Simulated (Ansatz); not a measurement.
Ansatz (a quantum-chemistry and plane-wave program) input:
A basis named .json is the Basis Set Exchange file of that set.

Ansatz 0.2 input:
```yaml
crystal:
  periodic: [false, false, false]
  atoms:
    - {symbol: Si, position_ang: [3.03151651, -0.68258310, -0.58941095]}
    - {symbol: Si, position_ang: [2.04461934, 0.76552490, 0.96735360]}
    - {symbol: Si, position_ang: [-0.16562034, 1.20596638, 0.32326829]}
    - {symbol: Si, position_ang: [-1.31578169, -0.80445364, -0.03694004]}
    - {symbol: Si, position_ang: [-3.56001121, -0.41280441, -0.58604955]}
    - {symbol: H, position_ang: [4.46358418, -0.91638645, -0.28167585]}
    - {symbol: H, position_ang: [2.92555626, -0.10547045, -1.95193363]}
    - {symbol: H, position_ang: [2.32147605, -1.98424773, -0.57421974]}
    - {symbol: H, position_ang: [2.03882622, 0.11679030, 2.30395368]}
    - {symbol: H, position_ang: [2.83007362, 2.02307013, 1.06578004]}
    - {symbol: H, position_ang: [-0.87243139, 2.00929644, 1.35419250]}
    - {symbol: H, position_ang: [-0.16206847, 1.98457271, -0.94237022]}
    - {symbol: H, position_ang: [-1.23324932, -1.64280670, 1.18724908]}
    - {symbol: H, position_ang: [-0.64835467, -1.54383931, -1.13933327]}
    - {symbol: H, position_ang: [-4.22551494, 0.31181820, 0.52385674]}
    - {symbol: H, position_ang: [-3.63404406, 0.42460070, -1.80803580]}
    - {symbol: H, position_ang: [-4.28996972, -1.68049946, -0.83256233]}
basis:
  gaussian:
    orbitals: aug-cc-pV_T+d_Z.json
    fitting: {mean_field: def2-universal-jkfit, correlation: aug-cc-pVTZ-RIFIT.json}
magnetization: {spin_polarized: true, initial_magnetization: 2}
correlation: {method: mp2, electrons: outside_noble_gas}
```

Question: Which total energy does the run end on?

Answer: -1452.15267 Eh (RI-MP2/aug-cc-pV(T+d)Z). The basis has 551 functions.

This state (charge 0, triplet) is run at the relaxed geometry of the species with charge 0 and multiplicity 1, and is a spin state other than that species' own.
